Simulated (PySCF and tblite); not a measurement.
The numbers below are computed, except where a source is named.
C₇H₁₄, numbered as in [CH3:1][CH:2]1[CH2:3][CH2:4][CH2:5][CH2:6][CH2:7]1.

The ensemble was built from 90 distance-geometry starts (ETKDG and KDG, MMFF94s, GFN2-xTB) and rests on PBE0-D3(BJ)/def2-SVP geometries. Weights use PBE0-D3(BJ)/def2-TZVP (IEF-PCM, chloroform) energies plus GFN2-xTB zero-point and thermal terms (modes under about 100 cm⁻¹ blended into free rotors). Symmetry numbers and mirror images are counted. Conformers within 3 kcal/mol (GFN2-xTB free energy) were kept, 8 at most. Couplings: B3LYP/pcSseg-1 with pcJ-1 on H (gas phase; spin-dipole term only for pairs with B, N, F, Si or P). Couplings are for ¹H. Of two unlike H on one atom, a is the less shielded (WP04/pcSseg-1 (IEF-PCM, chloroform)). Programs: PySCF with density fitting and tblite.

The 6-ring runs over atoms 2–3–4–5–6–7.

| conformer | shape | weight % |
| --- | --- | --- |
| 1 | 6-ring chair (all substituents equatorial) | 96.8 |
| 2 | 6-ring chair (C1 axial) | 3.2 |

(1) Give the couplings in each conformer and the averages at 298.15 K (pairs that fast motion interchanges averaged).

Answers

(1) 
| coupling | pairs | 1 | 2 | average (Hz) |
| --- | --- | --- | --- | --- |
| ²J(H1,H1) | 3 | -13.9 | -14.2 | -13.9 |
| ³J(H1,H2) | 3 | 7.3 | 8.1 | 7.3 |
| ³J(H2,H3b) | 2 | 12.3 | 2.5 | 12.0 |
| ³J(H2,H3a) | 2 | 3.8 | 5.4 | 3.9 |
| ⁴J(H2,H4a) | 2 | -0.6 | -0.9 | -0.6 |
| ²J(H3b,H3a) | 2 | -14.6 | -14.8 | -14.6 |
| ³J(H3b,H4b) | 2 | 14.2 | 3.3 | 13.8 |
| ³J(H3b,H4a) | 2 | 4.1 | 4.1 | 4.1 |
| ⁴J(H3b,H5a) | 2 | -0.6 | -0.6 | -0.6 |
| ⁴J(H3b,H7a) | 2 | -0.5 | -0.3 | -0.5 |
| ³J(H3a,H4b) | 2 | 4.0 | 4.5 | 4.0 |
| ³J(H3a,H4a) | 2 | 3.4 | 15.0 | 3.8 |
| ⁴J(H3a,H5b) | 2 | -0.6 | -0.6 | -0.6 |
| ⁴J(H3a,H5a) | 2 | 1.3 | 0.0 | 1.3 |
| ⁴J(H3a,H7a) | 1 | 1.9 | 0.0 | 1.9 |
| ²J(H4b,H4a) | 2 | -14.8 | -15.2 | -14.8 |
| ³J(H4b,H5b) | 2 | 14.2 | 3.2 | 13.8 |
| ³J(H4b,H5a) | 2 | 4.1 | 4.3 | 4.1 |
| ⁴J(H4b,H6a) | 2 | -0.6 | -0.6 | -0.6 |
| ³J(H4a,H5b) | 2 | 4.1 | 4.2 | 4.1 |
| ³J(H4a,H5a) | 2 | 3.2 | 14.4 | 3.6 |
| ⁴J(H4a,H6a) | 1 | 1.5 | -0.2 | 1.4 |
| ²J(H5b,H5a) | 1 | -14.8 | -14.7 | -14.8 |
